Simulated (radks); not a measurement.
Isoelectronic series with 7 electrons, all held in the configuration [He] 2s2 2p3, which need not be the ground one along the series. Calculated with a radial shooting solver on a logarithmic mesh with Libxc functionals: scalar-relativistic Kohn-Sham, SCAN, spin-unpolarised, spherical densities, finite nucleus; meta-GGA in the generalised Kohn-Sham scheme; Fermi nuclear charge, rms radius of each element as measured or else 0.836 A^(1/3) + 0.57 fm. Total energies (hartree) and mean radii <r> (bohr):

ion,E (hartree),2p,2s,1s
N,-54.46459,1.478,1.318,0.2292
O+,-74.41060,1.109,1.082,0.1991
F2+,-97.63430,0.8964,0.9159,0.1760
Ne3+,-124.13316,0.7549,0.7936,0.1576
Mg5+,-186.96111,0.5759,0.6261,0.1302
Al6+,-223.29861,0.5152,0.5663,0.1198
Si7+,-262.92372,0.4663,0.5170,0.1109
P8+,-305.84363,0.4259,0.4755,0.1032
S9+,-352.06400,0.3920,0.4401,0.09654
Cl10+,-401.59120,0.3631,0.4096,0.09065
Ar11+,-454.43495,0.3382,0.3830,0.08542
K12+,-510.60251,0.3164,0.3597,0.08075

Estimate the row of Ca13+.

Answer. E (hartree) -570.10279; 2p 0.2973; 2s 0.3389; 1s 0.07656.
